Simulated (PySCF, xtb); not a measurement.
1-chloroethenyl(methyl)silane (C3H7ClSi), SMILES [SiH2](C(Cl)=C)C.

GFN2-xTB (xtb) at its own geometry gives an orbital gap of 4.29 eV and a dipole moment of 1.63 D.

Geometry optimised at B3LYP-D3(BJ)/def2-SVP. Other conformers were not sampled.

Q: What does ωB97X/def2-TZVP (PySCF) give? (An estimate is asked for; the answer gives what the named calculation found.)

A: gap 11.36 eV (levels -9.90 and 1.46 eV), dipole 1.42 D.
